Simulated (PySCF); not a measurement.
**S²⁺ (sulfur, charge +2) across methods**

[Ne] 3s1 3p2 4s1, high-spin 5P determinant (an excited configuration). All numbers are calculated (PySCF 2.14, the spin-free X2C one-electron Hamiltonian (Gaussian nucleus), in aug-cc-pVDZ-DK).

```tsv
method	E (hartree)	mean ε 3s α (eV)	mean ε 3p α (eV)	mean ε 4s α (eV)	Σ⟨r²⟩ (bohr²)	⟨S²⟩
BLYP	-396.9856	-46.616	-34.607	-14.359	28.14	6.000
HSE06	-396.8636	-48.984	-36.238	-14.786	28.27	6.000
MN15	-397.0057	-49.338	-37.130	-15.281	27.90	6.000
PBE	-396.8107	-46.953	-34.942	-14.559	28.14	6.000
B97-3	-396.9209	-49.385	-36.584	-15.100	28.37	6.000
PBE0	-396.8446	-49.411	-36.663	-15.107	28.30	6.000
LDA	-395.5685	-46.837	-34.831	-14.729	28.04	6.000
r2SCAN	-396.9590	-47.923	-35.543	-14.540	28.61	6.000
UHF	-396.49067	-56.110	-41.202	-16.443	28.67	6.000
```

The outer electron is Rydberg-like, and this basis confines it to a smaller radius and binds it less than a complete one would.
